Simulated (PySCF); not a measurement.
Radial density of F⁺ (fluorine, charge +1)

BP86, [He] 2s2 2p4, high-spin 3P determinant. Calculation: PySCF 2.14, in x2c-TZVPall (5s3p2d1f, 31 functions); scalar relativity by spin-free X2C-1e.

| r (bohr) | 4πr²ρ (e/bohr) | 4πr²(ρα − ρβ) |
| --- | --- | --- |
| 0.00240 | 0.03327 | 0.0000 |
| 0.00403 | 0.09073 | 0.0000 |
| 0.00678 | 0.2397 | -0.0001 |
| 0.0114 | 0.6170 | -0.0002 |
| 0.0192 | 1.503 | -0.0003 |
| 0.0323 | 3.343 | 0.0001 |
| 0.0543 | 6.352 | 0.0052 |
| 0.0913 | 9.307 | 0.0365 |
| 0.154 | 8.969 | 0.1725 |
| 0.258 | 5.147 | 0.6245 |
| 0.434 | 4.397 | 1.5027 |
| 0.731 | 5.916 | 1.9384 |
| 1.23 | 3.262 | 1.0152 |
| 2.07 | 0.5030 | 0.1562 |
| 3.48 | 0.01653 | 0.0047 |

Densities and radii are taken from the X2C orbitals without a picture-change correction, which distorts them close to the nucleus.
